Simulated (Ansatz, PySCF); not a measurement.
C4H5, SMILES C[CH]C#C, multiplicity 2. Atoms are numbered in the order given.

```xyz
9

C      1.9585     0.3339     0.2210
C      0.8114    -0.1084     0.1431
C     -0.4751    -0.5908     0.0524
C     -1.6566     0.2441    -0.3340
H      2.9596     0.7142     0.2903
H     -0.6429    -1.6508     0.2773
H     -2.4215     0.2445     0.4643
H     -2.1511    -0.1600    -1.2364
H     -1.3688     1.2856    -0.5359
```
Charge 0, spin multiplicity 2.

Coordinates come from a B3LYP-D3(BJ)/def2-SVP optimisation.

Two levels are set side by side: PBE-D3(BJ)/def2-SVP (Ansatz, a first-principles code) and B3LYP-D3(BJ)/def2-SVP (PySCF). Each level has its own optimised geometry; the coordinates shown are those of the second. Frequencies come from the Hessian of PySCF at each geometry. Differences are taken from unrounded values.

```
quantity                            B3LYP-D3(BJ)
----------------------------------  ------------
mean bond length (Å)                       1.198
bond C1–C2 (Å)                             1.232
bond C2–C3 (Å)                             1.377
bond C3–C4 (Å)                             1.497
bond C1–H5 (Å)                             1.073
bond C3–H6 (Å)                             1.096
bond C4–H7 (Å)                             1.106
bond C4–H8 (Å)                             1.106
bond C4–H9 (Å)                             1.099
highest harmonic wavenumber (cm⁻¹)          3464
mean harmonic wavenumber (cm⁻¹)             1457
zero-point energy (kcal/mol)               43.75
```

### Question
What does PBE-D3(BJ) give, and how far is it from B3LYP-D3(BJ)? (An estimate is asked for; the answer gives what the named calculation found.)

### Answer

| quantity | PBE-D3(BJ) | PBE-D3(BJ) minus B3LYP-D3(BJ) |
|---|---|---|
| mean bond length (Å) | 1.205 | 0.006 |
| bond C1–C2 (Å) | 1.244 | 0.012 |
| bond C2–C3 (Å) | 1.378 | 0.001 |
| bond C3–C4 (Å) | 1.497 | 0.000 |
| bond C1–H5 (Å) | 1.080 | 0.007 |
| bond C3–H6 (Å) | 1.105 | 0.008 |
| bond C4–H7 (Å) | 1.113 | 0.008 |
| bond C4–H8 (Å) | 1.113 | 0.008 |
| bond C4–H9 (Å) | 1.106 | 0.007 |
| highest harmonic wavenumber (cm⁻¹) | 3403 | -61 |
| mean harmonic wavenumber (cm⁻¹) | 1420 | -38 |
| zero-point energy (kcal/mol) | 42.62 | -1.13 |

Exact exchange shortens and stiffens bonds; PBE has none. Differences between two approximate levels are no errors against the true value.
